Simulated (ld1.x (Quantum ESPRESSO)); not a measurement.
Al (Z = 13): ultrasoft pseudisation with PBE, scalar-relativistic reference atom.

Al, ultrasoft, made with ld1.x (Quantum ESPRESSO) 7.5 (PBE, scalar-relativistic). Core [Ne], reference 3s2 3p1. Waves: 3s (bound): rcut 1.80, rcutus 2.45 bohr; 3s channel at 2.5 Ry: rcut 1.80, rcutus 2.45 bohr; 3p (bound): rcut 1.80, rcutus 2.20 bohr; 3p channel at 0.55 Ry: rcut 1.80, rcutus 2.20 bohr. Local part: all-electron potential smoothed inside 1.80 bohr (lloc = -1). Core correction: none. Augmentation charge: PSQ, radius 1.75 bohr.

Poles of the logarithmic derivatives, all-electron (AE) and pseudo (PS). s: poles at 0.6 (AE) and 0.6 (PS) Ry. p: poles at 1.4 (AE) and 1.4 (PS) Ry. Test radius 2.66 bohr.

- Cutoffs needed: 6 Ry and 6 Ry (the cutoffs (Ry, on a coarse ladder) from which the occupation-weighted sum of valence levels, in a spherical-Bessel basis at the reference potential, stays within 10 and 1 mRy of its value at 400 Ry)
- Ghost test: no extra level below or beside the all-electron valence levels (s, p, d, f tested) (spherical-Bessel basis up to 400 Ry, 20 bohr box)
- Largest excitation error: +55 meV (all-electron minus pseudo) for 3s0 3p3, out of 7 test configurations
- Lowest eigenvalue of the overlap operator: 0.69 (s channel)
- Density cutoff estimated by the generator: 88 Ry
